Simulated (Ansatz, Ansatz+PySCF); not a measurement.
```xyz
2

B     0.0000    0.0000    0.0000
C     0.0000    0.0000    1.4164
```

Basis set: def2-SVP (spherical functions). Correlated methods keep 2 orbitals frozen. Charge 0, multiplicity 4.

Computed with Ansatz (development build ahead of 0.2.0); each method stands on the lowest determinant of its kind that the runs found.

(1) Give the atomization energy at this shape (free ground-state atoms in the same class of orbitals less the molecule, no zero-point energy) of quartet BC by UHF-CCSD(T), UHF-MP2, ROHF, UHF.

Answers

(1)

```
     method  atomization energy
UHF-CCSD(T)             4.08 eV
    UHF-MP2             4.19 eV
       ROHF             3.38 eV
        UHF             3.23 eV
```
